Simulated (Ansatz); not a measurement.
System: dichloro(dimethyl)germane, C$_{2}$H$_{6}$Cl$_{2}$Ge, charge 0, multiplicity 1. SMILES: [CH3][Ge]([CH3])([Cl])[Cl]
Geometry: optimised at B3LYP-D3(BJ)/def2-TZVP (Ansatz, a program for electronic structure).

Parts of the frozen-core correlation energy in def2-SVP (Ansatz, hartree). Frozen orbitals: 26; correlated occupied orbitals by spin: 16 and 16; virtual: 84 and 84. No spin-orbit coupling. Non-relativistic.

| term | value |
|---|---|
| reference (HF) | -3073.10383 |
| MP2 opposite-spin | -0.48944 |
| MP2 same-spin | -0.15676 |
| CCSD correlation | -0.70729 |
| (T) | -0.01822 |
| T1 diagnostic | 0.009 |
| largest doubles amplitude | 0.024 |
